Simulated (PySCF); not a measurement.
Computed IR spectrum (relative IR intensity) of a molecule C3H4BrF. The structure is a stationary point at B3LYP-D3(BJ)/def2-SVP. Other conformers were not sampled. Level of theory: B3LYP-D3(BJ)/def2-SVP (PySCF 2.14.0). Frequencies are harmonic and unscaled.

Lines under 2 % of the strongest are left out, and lines within 2 cm⁻¹ are merged.

ν (cm⁻¹): 341 (vw), 362 (vw), 739 (m), 827 (m), 983 (s), 1052 (vs), 1147 (s), 1325 (s), 1398 (vw), 1459 (w), 1750 (vs), 3025 (m), 3087 (w), 3143 (w), 3204 (vw) (against the strongest line: vs over 80 %, s over 45 %, m over 15 %, w over 4 %, vw less)

Pick the molecule that these values belong to.
A. C/C=C(\F)Br
B. FC1(Br)CC1
C. C/C(F)=C\Br
D. C/C(Br)=C\F

A, C/C=C(\F)Br
